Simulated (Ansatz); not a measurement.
`O=[CH][InH2]` + HI → `[InH2][I]` + `C=O`  (ligand exchange at the In–C bond)

Calculated with Ansatz (gas phase, PBE0-D4/def2-TZVP geometries, no zero-point term in ΔE). CCSD(T)/CBS adds triple-zeta CCSD(T) − MP2 to the extrapolated MP2 energy (def2 sets, frozen cores). This one scheme is used for every species. Elements past krypton have def2 core potentials. For I, In outer-core shells are correlated without core-valence functions, which leaves a few kJ/mol of doubt a bond.

`O=[CH][InH2]`:

```xyz
6

O    -0.658   -0.699   -1.746
C    -0.196   -0.968   -0.666
In    0.208    0.762    0.657
H    -0.008   -2.040   -0.412
H     1.719    1.581    0.517
H    -1.065    1.365    1.650
```

HI:

Cartesian coordinates in Å:
```
I 0.166 -0.714 -0.333
H -0.166 0.714 0.333
```

`[InH2][I]`:

```xyz
4

In   -0.143    0.286   -0.044
I     1.042   -2.082    0.319
H    -0.186    0.795   -1.674
H    -0.713    1.002    1.399
```

`C=O`:

Z-matrix (Å, degrees):
```
C
O 1 1.195
H 1 1.109 2 122.0
H 1 1.109 2 122.0 3 -180.0
```

```tsv
species	SCS-MP2/def2-TZVPP energy (Eh)
`O=[CH][InH2]`	-304.31972
HI	-297.69398
`[InH2][I]`	-487.77814
`C=O`	-114.30766
```

**Question.** Work out ΔE.

**Answer.** ΔE = (-487.77814) + (-114.30766) − (-304.31972) − (-297.69398) = -0.07210 Eh = -189.3 kJ/mol. CCSD(T)/CBS gives -191.6 kJ/mol.

Largest T1 diagnostic among the species: 0.017.

From PBE to PBE0 (25 % exact exchange), in def2-TZVPP and without D4, ΔE moves by −13.3 kJ/mol. In def2-TZVPP, CCSD(T) changes the Hartree–Fock value by +30.9 kJ/mol (the triples alone add +3.4 kJ/mol) and MP2 by +19.2 kJ/mol.
